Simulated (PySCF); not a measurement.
A small calculation by hand: oscillator strength and radiative lifetime

C3H8OSi, SMILES C[SiH2]CC=O.

Geometry optimised at B3LYP-D3(BJ)/def2-SVP. This is a generated structure with no PubChem entry under its InChIKey; it may be hypothetical. Other conformers were not sampled.

PySCF with TDDFT-LC-ωPBE/def2-SVPD puts the first singlet state with f over 0.02 at 8.70 eV (vertical), with the transition dipole (-0.119, 0.443, 0.000) in atomic units.

**Question.** Find the oscillator strength, the wavelength and the radiative lifetime that this transition would have in vacuum if emission retraced absorption.

**Answer.** 
|μ|² = 0.2104 au, so |μ| = 1.17 D. ΔE = 8.70/27.211 = 0.3197 hartree. f = (2/3) ΔE |μ|² = 0.045 (the program prints 0.045).
λ = 1239.84/8.70 = 143 nm; ν = 70170 cm⁻¹.
Einstein's coefficient A = 0.6670 ν² f s⁻¹ (ν in cm⁻¹) = 1.5e8 s⁻¹, so τ = 1/A = 6.8 ns. This state is S4; the lower singlets have f = 0.000, 0.001, 0.020. The figure is the radiative limit of this one transition; relaxation, internal conversion, crossing to triplets and a medium change what is measured.
